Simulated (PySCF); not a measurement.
Species: C₂H₉PSi₂.
Numbering: `[CH2:1]1[CH2:2][SiH2:3][PH:4][SiH2:5]1`

Geometry (PBE0-D3(BJ)/def2-SVP, Å), atoms numbered from 1 in this order:
```
atom  x, y, z in Å
C1     0.381   -1.244    0.268
C2    -0.900   -0.813   -0.460
Si3   -1.424    0.885    0.201
P4     0.501    2.081    0.409
Si5    1.681    0.139    0.184
H6     0.792   -2.186   -0.133
H7     0.170   -1.430    1.336
H8    -0.717   -0.717   -1.545
H9    -1.710   -1.553   -0.340
H10   -2.015    0.730    1.567
H11   -2.405    1.594   -0.675
H12    0.557    2.374   -0.990
H13    2.389    0.140   -1.135
H14    2.700   -0.002    1.268
```

Definitions: NICS(0) = −σiso at the ring centroid; NICS(1) = −σiso and NICS(1)zz = −σzz at ±1 Å along the ring normal z. Level: GIAO PBE/pcSseg-2 (PySCF, non-relativistic, gas phase) on the PBE0-D3(BJ)/def2-SVP geometry, one conformer.

Ring bond lengths (Å): C1–C2 1.534, C2–Si3 1.897, Si3–P4 2.275, P4–Si5 2.284, Si5–C1 1.900.

Task: Give the NICS values of each ring in ppm.

Result: 
| ring | type | NICS(0) | NICS(1), two faces | NICS(1)zz, two faces | rms pucker (Å) | centre to ring atoms, mean (Å) |
| --- | --- | --- | --- | --- | --- | --- |
| C1–C2–Si3–P4–Si5 | 5-membered ring with P and 2 Si; formal bonds all single | -5.0 | -3.9 / -3.9 | -1.9 / -2.7 | 0.22 | 1.64 |

Task: What can be read from them?

Result: 
- C1–C2–Si3–P4–Si5: mean NICS(1)zz -2.3 ppm, near zero. C1, C2, Si3, Si5 have four or more neighbours, so the value isn't read as a sign of a π ring current.

Task: List the ring angles.

Result: 
- C1–C2–Si3–P4–Si5: C1 110.3°, C2 108.5°, Si3 105.6°, P4 88.9°, Si5 105.1°; sum 518.4° against 540° for a flat convex ring.

Task: How shielded are the nuclei of the rings and their hydrogens (means over atoms taken as equivalent)?

Result: 
```json
{"atoms": "C1 (×2)", "environment": "sp3 carbon bound to silicon", "σ isotropic (ppm)": "165.3"}
{"atoms": "Si3 (×2)", "environment": "SiH2 silicon", "σ isotropic (ppm)": "347.4"}
{"atoms": "P4", "environment": "three-coordinate phosphorus", "σ isotropic (ppm)": "626.1"}
{"atoms": "H6 (×4)", "environment": "methylene hydrogen", "σ isotropic (ppm)": "29.96"}
{"atoms": "H10 (×4)", "environment": "Si–H hydrogen", "σ isotropic (ppm)": "26.53"}
{"atoms": "H12", "environment": "P–H hydrogen", "σ isotropic (ppm)": "30.31"}
```

Task: How do the values depend on the level or the medium?

Result: 
```csv
level,"NICS(0), C1–C2–Si3–P4–Si5","mean NICS(1)zz, C1–C2–Si3–P4–Si5"
"PBE/pcSseg-2, gas",-5.0,-2.3
"PBE0/pcSseg-1, gas",-5.5,-2.5
```

The geometry is the same throughout.

Hardware: one thread, Arm Neoverse V2 (shared host). Cost: 67 s. This is the whole shielding run at PBE/pcSseg-2, SCF included.
